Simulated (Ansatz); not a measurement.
Cost and result for the atomization energy of C$_{2}$H$_{5}$NOZn (`C1N[CH2][Zn][O]1`) (10 atoms, 10 bonds).

| atom | x (Å) | y (Å) | z (Å) |
| --- | --- | --- | --- |
| C1 | 0.900 | -0.746 | 0.140 |
| N2 | -0.192 | -0.174 | -0.690 |
| C3 | -0.959 | 0.905 | -0.090 |
| Zn4 | -1.042 | -0.175 | 1.570 |
| O5 | 0.443 | -1.262 | 1.348 |
| H6 | 1.685 | 0.015 | 0.327 |
| H7 | 1.339 | -1.548 | -0.468 |
| H8 | 0.167 | 0.069 | -1.606 |
| H9 | -1.908 | 1.059 | -0.597 |
| H10 | -0.432 | 1.857 | 0.066 |

Total charge 0; spin multiplicity 1. For Zn the d shell is correlated and the shells below it are frozen. Scalar relativity is left out up to krypton. The geometry is a stationary point of PBE0-D4/def2-TZVP. Program: Ansatz. Hardware: A = 2 threads of an AMD EPYC 7R13 on a shared host; B = 2 threads of an AMD EPYC 7R13 on a shared host and a share of an NVIDIA H100 80 GB. Times are those of one run each, without the atoms' runs, and a repeat can differ threefold. Electronic energies, without spin–orbit coupling; frozen cores. CCSD(T)/CBS adds CCSD(T) − MP2 in def2-TZVPP to the MP2 limit, and its time is that of the two runs behind it. T1 = 0.017. With those shells the extrapolation isn't a true limit. B3LYP takes the VWN-RPA correlation (the form of Gaussian; ORCA's B3LYP/G). HSE06 is the plane-wave form, built on full-range PBE exchange.

CCSD(T)/CBS is a level of theory with its own doubt, some kJ/mol a heavy atom from the limit and from the frozen cores, so smaller differences don't rank the functionals.

```tsv
level	functions	wall time
revPBE-D4/def2-TZVPP [A]	258	3.8 s
HSE06-D4/def2-TZVPP [A]	258	6.5 s
BHLYP-D4/def2-TZVPP [A]	258	6.5 s
CCSD(T)/def2-TZVPP [B]	258	7 s
r2SCANh-D4/def2-TZVPP [A]	258	8.5 s
MP2/def2-QZVPP [B]	478	8.5 s
r2SCAN-D4/def2-TZVPP (with forces) [A]	258	8.5 s
B3LYP-D4/def2-TZVPP (with forces) [A]	258	9 s
B2PLYP/def2-TZVPP [A]	258	11 s
CCSD(T)/def2-SVP [A]	112	12 s
B97M-V/def2-TZVPP [A]	258	14 s
CCSD(T)/CBS(def2)	–	16 s
ωB97M-V/def2-TZVPP (with forces) [A]	258	19 s
```

(1) What atomization energy does each give, and how far from CCSD(T)/CBS? (Best estimate.)

## Answers

(1) Computed: 
| level | atomization (kcal/mol) | difference from CCSD(T)/CBS | per bond |
| --- | --- | --- | --- |
| revPBE-D4/def2-TZVPP [A] | 820.6 | 2.6 | 0.3 |
| HSE06-D4/def2-TZVPP [A] | 823.9 | 5.9 | 0.6 |
| BHLYP-D4/def2-TZVPP [A] | 779.4 | -38.6 | -3.9 |
| CCSD(T)/def2-TZVPP [B] | 792.6 | -25.4 | -2.5 |
| r2SCANh-D4/def2-TZVPP [A] | 814.1 | -3.9 | -0.4 |
| MP2/def2-QZVPP [B] | 830.0 | 12.0 | 1.2 |
| r2SCAN-D4/def2-TZVPP (with forces) [A] | 822.1 | 4.1 | 0.4 |
| B3LYP-D4/def2-TZVPP (with forces) [A] | 813.9 | -4.1 | -0.4 |
| B2PLYP/def2-TZVPP [A] | 806.9 | -11.1 | -1.1 |
| CCSD(T)/def2-SVP [A] | 766.2 | -51.8 | -5.2 |
| B97M-V/def2-TZVPP [A] | 813.5 | -4.5 | -0.4 |
| CCSD(T)/CBS(def2) | 818.0 | 0.0 | 0.0 |
| ωB97M-V/def2-TZVPP (with forces) [A] | 820.0 | 2.0 | 0.2 |

From PBE to PBE0 (25 % exact exchange), in def2-TZVPP and without D4, the atomization energy moves by −22.8 kcal/mol: exact exchange takes away binding that semilocal exchange gives to molecules. At CCSD(T), def2-SVP lies −51.8 kcal/mol from the extrapolated value and def2-TZVPP −25.4 kcal/mol: correlation converges slowly with the basis, and small sets miss more of it in the bonded molecule than in its fragments. In def2-TZVPP, CCSD(T) changes the Hartree–Fock value by +254.7 kcal/mol (the triples alone add +17.3 kcal/mol) and MP2 by +276.6 kcal/mol; breaking electron pairs costs correlation energy, which Hartree–Fock lacks.
